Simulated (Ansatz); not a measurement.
Basis-set extrapolation for C$_{2}$H$_{4}$BFO (`CB(F)C=O`) (PBE0-D4/def2-TZVP geometry, frozen core, Ansatz). Multiplicity 1, RHF reference.

```
                      def2-TZVPP   def2-QZVPP
                 HF  -277.213567  -277.226037
    MP2 correlation    -0.898500    -0.968458
CCSD(T) correlation    -0.959768      not run
```

Energies in hartree. Use E(X) = E(∞) + A·exp(−7.88·√X) for Hartree–Fock and E(X) = E(∞) + B·X^(−2.97) for correlation, with X = 3 and 4, and add CCSD(T) minus MP2 of the smaller set to the MP2 limit.

What is the CCSD(T) energy at the basis-set limit?

HF limit: -277.226037 + (-0.012470) × 0.13774 = -277.22775. MP2 limit: -0.968458 + (-0.069958) × 0.74074 = -1.02028. Higher-order term: -0.959768 − (-0.898500) = -0.06127. Total: -278.30930 hartree, 357.0 kJ/mol below CCSD(T)/def2-TZVPP.
